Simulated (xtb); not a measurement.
Br₃Sn (SMILES [Br][Sn+]([Br])[Br]), charge +1, singlet, from a rough starting geometry (GFN-xTB shapes and energies of metal compounds can be far from the true ones).

xtb was given this input:
```
$ xtb mol.xyz --gfn 2 --chrg 1 --opt vtight --json

# file mol.xyz
4

Sn     0.04674508    -0.02120661     0.01895655
Br    -1.99535383    -1.52643897    -0.23590143
Br    -0.06935923     2.22906761    -1.14587554
Br     2.04693972    -0.72649605     1.27701076
```

What does this run give for the HOMO-LUMO gap, total energy at the end of the optimisation?


HOMO-LUMO gap: 0.92 eV
total energy at the end of the optimisation: -14.0032 Eh
